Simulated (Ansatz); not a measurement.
Sn3H8⁻. Total charge -1; doublet. Geometry PBE0-D4/def2-SVP, that of the neutral singlet; atoms count from 1.

```csv
atom,x (Å),y (Å),z (Å)
Sn1,-0.475,1.775,1.451
H2,0.893,2.783,1.226
H3,-1.848,2.767,1.718
H4,-0.216,0.818,2.849
Sn5,-0.833,0.130,-0.764
H6,-0.777,1.075,-2.197
H7,-2.389,-0.594,-0.686
Sn8,1.098,-1.868,-0.887
H9,0.867,-2.875,-2.256
H10,2.663,-1.174,-0.977
H11,1.018,-2.838,0.524
```

In the def2 sets Sn takes a core potential; there is no spin–orbit coupling. The highest occupied level of the charge -1 doublet lies above zero (up to 1.20 eV). Energy differences disagree on whether the electron is bound (positive means bound): -0.06 eV (vertical, to the charge 0 singlet, at PBE0-D4/def2-TZVPD), but 0.14 eV at PBE-D4/def2-TZVPD.

Q: Estimate the Mulliken populations from the PBE0/def2-TZVPD orbitals of Ansatz.

A: 
```json
{"atom": "Sn1", "charge (e)": "-0.01", "spin (α − β)": "0.17"}
{"atom": "H2", "charge (e)": "-0.10", "spin (α − β)": "0.03"}
{"atom": "H3", "charge (e)": "-0.12", "spin (α − β)": "0.07"}
{"atom": "H4", "charge (e)": "-0.10", "spin (α − β)": "0.02"}
{"atom": "Sn5", "charge (e)": "-0.09", "spin (α − β)": "0.29"}
{"atom": "H6", "charge (e)": "-0.12", "spin (α − β)": "0.06"}
{"atom": "H7", "charge (e)": "-0.12", "spin (α − β)": "0.06"}
{"atom": "Sn8", "charge (e)": "-0.01", "spin (α − β)": "0.17"}
{"atom": "H9", "charge (e)": "-0.12", "spin (α − β)": "0.07"}
{"atom": "H10", "charge (e)": "-0.10", "spin (α − β)": "0.03"}
{"atom": "H11", "charge (e)": "-0.10", "spin (α − β)": "0.03"}
```
Mulliken values and Mayer orders depend strongly on the basis. With diffuse functions, as here, like atoms can get unlike values, and bond orders can come out too low or too high.

Q: Where does the spin sit?

A: Summed by element: Sn 0.63, H 0.37, of 1 unpaired in all. Largest on single atoms: Sn5 0.29, Sn8 0.17, Sn1 0.17.

Q: And the Mayer bond orders between bonded heavy atoms (over 0.3)?

A: Sn1–Sn5 1.43 (2.78 Å); Sn5–Sn8 1.43 (2.78 Å).
